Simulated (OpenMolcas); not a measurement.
## Exact exchange and the electronic atomisation energy of CH4AlNO

The species is CH4AlNO (8 atoms), meant as a singlet with charge 0. As SMILES, `C1[NH][AlH][O]1`. The shape is that of a PBE0-D4/def2-TZVP optimisation.

The electronic atomisation energy y, in eV, basis def2-SVPD; a is the functional's share of exact exchange. Programs: OpenMolcas 26.06.

```
functional     program     a  y (eV)
      TPSS  OpenMolcas     0   30.60
    r2SCAN  OpenMolcas     0   30.50
     B3LYP  OpenMolcas   0.2   30.26
      PBE0  OpenMolcas  0.25       ?
     BHLYP  OpenMolcas   0.5   29.16
```

Problem. Fit y = c + s·a to the known rows and predict PBE0.

Solution. 
1. Means of the 4 rows: a = 0.1750, y = 30.130.
2. Σ(Δa)² = 0.1675, Σ(Δa·Δy) = -0.459, so the slope is -0.459/0.1675 = -2.7403.
3. Intercept: 30.130 − (-2.7403) × 0.1750 = 30.610. The largest residual of the fit is 0.20.
4. PBE0: 30.610 + (-2.7403) × 0.25 = 29.92 eV.

The run gave 30.35 eV, so the prediction is off by -0.43 eV, more than the largest residual. The rows mix families of semi-local functionals, which the line can't see.
